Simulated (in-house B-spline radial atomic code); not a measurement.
Orbital energies and mean radii along the 37-electron series, configuration [Kr] 4d1. The effective charge is n√(-2ε), a non-relativistic measure. Computed with a radial B-spline atomic code at the basis-set limit: non-relativistic Hartree-Fock, average of the configuration, point nuclei.

This level leaves out relativity, spin-orbit splitting included, which matters for heavy ions.

```csv
ion,Z,energy of 2s (Eh),mean radius of 2s (bohr),energy of 4s (Eh),mean radius of 4s (bohr),effective charge of 2s
Ce21+,58,-246.48,0.11189,-28.536,0.61743,44.405
Pr22+,59,-257.45,0.10987,-30.548,0.60135,45.383
Nd23+,60,-268.68,0.10791,-32.623,0.58611,46.362
Pm24+,61,?,?,?,?,?
Sm25+,62,-291.89,0.1042,-36.963,0.55791,48.323
Eu26+,63,-303.88,0.10244,-39.228,0.54484,49.305
Gd27+,64,-316.11,0.10074,-41.556,0.53238,50.288
Tb28+,65,?,?,?,?,?
Dy29+,66,-341.33,0.097497,-46.402,0.50914,52.256
Ho30+,67,-354.32,0.095952,-48.92,0.49829,53.241
Er31+,68,-367.56,0.094454,-51.5,0.4879,54.226
Tm32+,69,-381.05,0.093003,-54.144,0.47794,55.213
Yb33+,70,-394.8,0.091595,-56.85,0.46839,56.199
Lu34+,71,-408.79,0.090228,-59.62,0.45923,57.187
Hf35+,72,-423.03,0.088901,-62.452,0.45042,58.175
Ta36+,73,-437.53,0.087613,-65.348,0.44195,59.163
W37+,74,-452.28,0.086361,-68.306,0.4338,60.152
Re38+,75,-467.27,0.085144,-71.327,0.42595,61.141
Os39+,76,-482.52,0.083961,-74.411,0.41839,62.13
Ir40+,77,?,?,?,?,?
Pt41+,78,-513.77,0.081689,-80.767,0.40405,64.11
```

(1) Fill in the row of Pm24+.

(2) Fill in the row of Tb28+.

(3) Fill in the row of Ir40+.

(4) How does the screening of 2s change?

## Answers

(1) energy of 2s (Eh): -280.16; mean radius of 2s (bohr): 0.10603; energy of 4s (Eh): -34.761; mean radius of 4s (bohr): 0.57165; effective charge of 2s: 47.342.

(2) energy of 2s (Eh): -328.6; mean radius of 2s (bohr): 0.099092; energy of 4s (Eh): -43.948; mean radius of 4s (bohr): 0.52049; effective charge of 2s: 51.272.

(3) energy of 2s (Eh): -498.02; mean radius of 2s (bohr): 0.08281; energy of 4s (Eh): -77.557; mean radius of 4s (bohr): 0.41109; effective charge of 2s: 63.12.

(4) Z less the effective charge goes from 13.59 at Z = 58 to 13.89 at Z = 78.
